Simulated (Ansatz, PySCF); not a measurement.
In(H)(Me)(vinyl) (C3H7In), SMILES C=[CH][InH][CH3]. Atoms are numbered in the order given.

```xyz
11

In    -0.2082     0.1627     0.3430
H     -1.6357    -0.3393     1.2031
C      0.8417     2.0029     0.8049
H      1.1506     2.0049     1.8622
H      0.1707     2.8636     0.6550
H      1.7322     2.1332     0.1732
C      0.4424    -1.1768    -1.2195
C     -0.2255    -2.3122    -1.4863
H      1.3322    -0.9589    -1.8287
H      0.0867    -3.0107    -2.2770
H     -1.1240    -2.6071    -0.9271
```
Charge 0, spin multiplicity 1.

Geometry optimised at r2SCAN-D4/def2-SVP. The structure was generated by enumeration; whether it is a known compound was not checked. The def2 effective core potentials stand for the cores of In; spin–orbit coupling is left out. One conformer was computed; it need not be the lowest.

Two levels are set side by side: PBE-D3(BJ)/def2-SVP (Ansatz, an electronic-structure program) and r2SCAN-D4/def2-SVP (Ansatz). Each level has its own optimised geometry; the coordinates shown are those of the second. Frequencies come from the Hessian of PySCF at each geometry. Differences are taken from unrounded values.

```tsv
quantity	r2SCAN-D4	PBE-D3(BJ)	PBE-D3(BJ) minus r2SCAN-D4
mean bond length (Å)	1.401	1.410	0.009
bond In1–C3 (Å)	2.168	2.183	0.014
bond In1–C7 (Å)	2.158	2.171	0.012
bond C7–C8 (Å)	1.344	1.350	0.006
bond In1–H2 (Å)	1.740	1.757	0.016
bond C3–H4 (Å)	1.101	1.108	0.007
bond C3–H5 (Å)	1.102	1.109	0.007
bond C3–H6 (Å)	1.100	1.106	0.007
bond C7–H9 (Å)	1.100	1.107	0.006
bond C8–H10 (Å)	1.100	1.107	0.007
bond C8–H11 (Å)	1.099	1.106	0.007
highest harmonic wavenumber (cm⁻¹)	3176	3107	-68
mean harmonic wavenumber (cm⁻¹)	1326	1294	-32
zero-point energy (kcal/mol)	51.19	49.94	-1.25
```
